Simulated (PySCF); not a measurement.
BH₃N, SMILES B=[NH2+], charge +1. Atoms are numbered in the order given.

```xyz
5

B      0.0000     0.0000     0.7831
N      0.0000     0.0000    -0.5278
H      0.0000     0.0000     1.9564
H      0.0000     0.8520    -1.0887
H      0.0000    -0.8520    -1.0887
```
Charge +1, spin multiplicity 1.

Coordinates come from a PBE0-D3(BJ)/def2-TZVP optimisation. The isomer is the one that the SMILES or the coordinates give; other isomers of the formula were not compared.

Two levels are set side by side: PBE/pcSseg-2 (PySCF) and B3LYP/pcSseg-2 (PySCF). GIAO shifts against BF3 (¹¹B), NH3 (¹⁵N), TMS (¹H) at the same level; non-relativistic, no solvent, atoms listed together averaged. Differences are taken from unrounded values.

```csv
quantity,PBE
δ(¹¹B) of B1 (ppm),44.7
δ(¹⁵N) of N2 (ppm),95.1
δ(¹H) of H3 (ppm),5.90
"δ(¹H) of H4, H5 (ppm)",6.69
```

Problem. These are the PBE values. What does B3LYP give? (An estimate is asked for; the answer gives what the named calculation found.)

Solution. 
```csv
quantity,B3LYP,PBE minus B3LYP
δ(¹¹B) of B1 (ppm),45.8,-1.1
δ(¹⁵N) of N2 (ppm),91.5,3.5
δ(¹H) of H3 (ppm),5.91,-0.02
"δ(¹H) of H4, H5 (ppm)",6.79,-0.10
```

Rough cost on one machine, each run with all the roots and properties that it gave: B3LYP against PBE within a factor of 2.
